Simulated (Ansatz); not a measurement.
`O[SiH2]O[SiH2][SiH3]` → `O[SiH2][SiH3]` + `O[SiH]`  (silylene formation by 1,1-elimination)

Gas-phase electronic energies from Ansatz, PBE0-D4/def2-TZVP geometries. CCSD(T)/CBS is the MP2 limit (def2-TZVPP, def2-QZVPP) plus CCSD(T) − MP2 in def2-TZVPP, frozen cores. This one scheme is used for every species. Functionals use def2-TZVPP. One conformer a species, not always the lowest.

CCSD(T)/CBS gives +75.6 kcal/mol.

Task: Another level gave +68.2 kcal/mol. Which?
A. PBE0/def2-TZVPP
B. SCS-MP2/def2-TZVPP
C. PBE/def2-TZVPP
D. CCSD/def2-TZVPP

Result: C. PBE 68.2, CCSD/def2-TZVPP 74.5, SCS-MP2/def2-TZVPP 76.7, PBE0 73.2 kcal/mol.

Largest T1 diagnostic among the species: 0.016.

From PBE to PBE0 (25 % exact exchange), in def2-TZVPP and without D4, ΔE moves by +5.1 kcal/mol. The D4 term adds +4.1 kcal/mol with B3LYP and +2.3 kcal/mol with PBE0; it sums over pairs of atoms, weighted by their polarisabilities, and B3LYP, whose exchange is more repulsive, gets the larger term.

B3LYP here is the variant with VWN-RPA as its local correlation; programs differ in this.
